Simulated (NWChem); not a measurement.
Molecule: CH6FNOSi; SMILES [Si@H](F)(CN)O

```xyz
11

N     -0.0547    -2.3060     0.0552
C     -0.7687    -1.0787    -0.3687
Si    -0.0121     0.5003     0.3097
O      1.5345     0.5503    -0.2850
F     -0.8353     1.8129    -0.1605
H     -0.0634    -2.3822     1.0718
H      0.9253    -2.2373    -0.2158
H     -0.7766    -1.0497    -1.4657
H     -1.8203    -1.1689    -0.0687
H      0.0019     0.5258     1.7989
H      2.1383     1.2031     0.0948
```
Atoms are numbered in this order, from 1.

Results from NWChem. Medium grid unless said otherwise, to which SCAN and Minnesota functionals are sensitive. Structure relaxed at the B3LYP/6-31G* (spherical d) level.

Predict the results for r2SCAN/def2-TZVP. Quantities: highest occupied level (eV); orbital gap (eV); dipole (D).


```json
{
  "highest occupied level (eV)": "-5.66",
  "orbital gap (eV)": "5.92",
  "dipole (D)": "1.96"
}
```
